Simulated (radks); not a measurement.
Values are calculated unless marked as measured or tabulated.
The scandium ion Sc12+ is in [He] 2s2 2p5. Code: a radial shooting solver on a logarithmic mesh with Libxc functionals. Model: scalar-relativistic Kohn-Sham, PBE, spin-polarised, spherical densities, finite nucleus; Fermi nuclear charge, rms radius of each element as measured or else 0.836 A^(1/3) + 0.57 fm. Open shells are filled with parallel spins first. One electron is removed from 2p, 2s, 1s in turn, with full relaxation. Which removal costs least, and what does each cost?

Answer. 2p 758.68 eV; 2s 833.88 eV; 1s 4892.3 eV. The 2p electron leaves first.
